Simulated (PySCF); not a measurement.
Choosing a molecule for a target property.

Species are written as SMILES; each is one conformer at its optimised geometry, gas phase, non-relativistic unless stated. Electronic properties by PySCF.

The conformers computed, where there is a choice (atom-mapped SMILES and torsion angles):
- `[O:1]=[C:2]([F:3])[c:4]1[cH:5][cH:6][cH:7][o:8]1`: O1–C2–C4–C5 180°
- `[CH3:1][CH2:2][CH:3]=[C:4]([CH3:5])[CH3:6]`: C1–C2–C3–C4 -105°
- `[CH2:1]=[CH:2][CH2:3][O:4][C:5](=[S:6])[CH2:7][F:8]`: C1–C2–C3–O4 134°, C2–C3–O4–C5 179°, C3–O4–C5–S6 0°, O4–C5–C7–F8 7°
- `[O:1]=[CH:2][c:3]1[cH:4][o:5][c:6]([F:7])[cH:8]1`: O1–C2–C3–C4 0°
- `[CH3:1][O:2][SiH2:3][SiH3:4]`: C1–O2–Si3–Si4 180°

**Question.** Wanted: electronic spatial extent ⟨r²⟩ about the centre of nuclear charge below 760 bohr² (CAM-B3LYP/def2-SVPD) and smallest rotational constant above 1.1 GHz (GFN2-xTB), at GFN2-xTB geometries. Which candidate meets both?
A. `O=Cc1coc(F)c1`
B. `CCC=C(C)C`
C. `O=C(F)c1ccco1`
D. `C[SiH2]O[SiH3]`
E. `C=CCOC(=S)CF`

**Answer.** D. Computed values:
```csv
species,electronic spatial extent ⟨r²⟩ about the centre of nuclear charge,smallest rotational constant
C[SiH2]O[SiH3],704 bohr²,1.828 GHz
CCC=C(C)C,810 bohr²,1.685 GHz
O=C(F)c1ccco1,868 bohr²,1.235 GHz
O=Cc1coc(F)c1,977 bohr²,1.057 GHz
C=CCOC(=S)CF,1503 bohr²,0.722 GHz
```

**Question.** Wanted: lowest triplet excitation (Tamm–Dancoff) between 5 eV and 6.6 eV (TDA CAM-B3LYP/def2-SVPD) and HOMO energy below -8.1 eV (CAM-B3LYP/def2-SVPD), at GFN2-xTB geometries. Which candidate meets both?
A. `C[SiH2]O[SiH3]`
B. `c1(C(=O)F)occc1`
C. `CC(C)=C(C)C`
D. `C=CCOC(=S)CF`
E. `CO[SiH2][SiH3]`
F. `CCC=C(C)C`

**Answer.** E. Computed values:
```
        species  lowest triplet excitation (Tamm–Dancoff)  HOMO energy
   C=CCOC(=S)CF                                   3.15 eV     -8.25 eV
c1(C(=O)F)occc1                                   3.34 eV     -8.96 eV
    CC(C)=C(C)C                                   4.19 eV     -7.56 eV
      CCC=C(C)C                                   4.40 eV     -7.98 eV
 CO[SiH2][SiH3]                                   6.14 eV     -9.59 eV
 C[SiH2]O[SiH3]                                   7.00 eV     -9.73 eV
```

**Question.** Wanted: static isotropic polarisability below 66 au (CAM-B3LYP/def2-SVPD) and lowest singlet excitation below 5 eV (TDDFT CAM-B3LYP/def2-SVPD), at GFN2-xTB geometries. Which candidate meets both?
A. `CO[SiH2][SiH3]`
B. `O=Cc1coc(F)c1`
C. `C[SiH2]O[SiH3]`
D. `C=CCOC(=S)CF`
E. `O=C(F)c1ccco1`
F. `CCC=C(C)C`

**Answer.** B. Computed values:
```
       species  static isotropic polarisability  lowest singlet excitation
 O=Cc1coc(F)c1                          62.2 au                    3.94 eV
 O=C(F)c1ccco1                          64.8 au                    5.29 eV
C[SiH2]O[SiH3]                          67.2 au                    7.34 eV
CO[SiH2][SiH3]                          73.3 au                    6.83 eV
     CCC=C(C)C                          75.4 au                    6.49 eV
  C=CCOC(=S)CF                          88.3 au                    3.50 eV
```

**Question.** Wanted: HOMO–LUMO gap below 9 eV (CAM-B3LYP/def2-SVPD) and dipole moment below 1 D (CAM-B3LYP/def2-SVPD), at GFN2-xTB geometries. Which candidate meets both?
A. `CCC=C(C)C`
B. `CC(=C(C)C)C`
C. `O=C(F)c1ccco1`
D. `[SiH3]O[SiH2]C`
E. `CO[SiH2][SiH3]`

**Answer.** B. Computed values:
| species | HOMO–LUMO gap | dipole moment |
| --- | --- | --- |
| O=C(F)c1ccco1 | 7.99 eV | 4.79 D |
| CC(=C(C)C)C | 8.86 eV | 0.02 D |
| CCC=C(C)C | 9.30 eV | 0.25 D |
| CO[SiH2][SiH3] | 10.29 eV | 1.24 D |
| [SiH3]O[SiH2]C | 10.67 eV | 0.77 D |
